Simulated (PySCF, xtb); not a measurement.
Si(F)(Me)2(SH) (C2H7FSSi), SMILES C[Si](C)(F)S.

GFN2-xTB (xtb) at its own geometry gives an orbital gap of 5.02 eV and a dipole moment of 4.01 D.

The structure is a stationary point at B3LYP-D3(BJ)/def2-SVP. One conformer was computed; it need not be the lowest.

What does PBE/def2-TZVP in PySCF give? (The exact figures need the calculation; the answer reports its results.)

gap 5.47 eV (levels -6.14 and -0.67 eV), dipole 2.76 D.
